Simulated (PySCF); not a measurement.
## Electron correlation in N⁺ (nitrogen, charge +1)

[He] 2s1 2p2 3d1, one real determinant (an excited configuration). Computed with PySCF 2.14 in aug-cc-pCVTZ-DK (7s6p4d2f, 59 functions), with scalar relativity by spin-free X2C-1e. Frozen: nothing; 6 electrons correlated.

MP2 pair energies summed by pair of shells (mhartree):

```csv
pair,energy,share (%)
1s-1s,-36.62,54.9
1s-2p,-7.49,11.2
2p-2p,-7.40,11.1
2s-2p,-5.66,8.5
2p-3d,-4.14,6.2
1s-2s,-3.20,4.8
2s-3d,-2.14,3.2
1s-3d,-0.07,0.1
```

Total MP2 correlation energy: -66.72 mhartree.

Same-spin part -22.99 and opposite-spin part -43.72 mhartree; SCS-MP2 scales them by 1/3 and 6/5 to -60.13 mhartree.

The reference is one real determinant that mixes LS terms of this configuration.
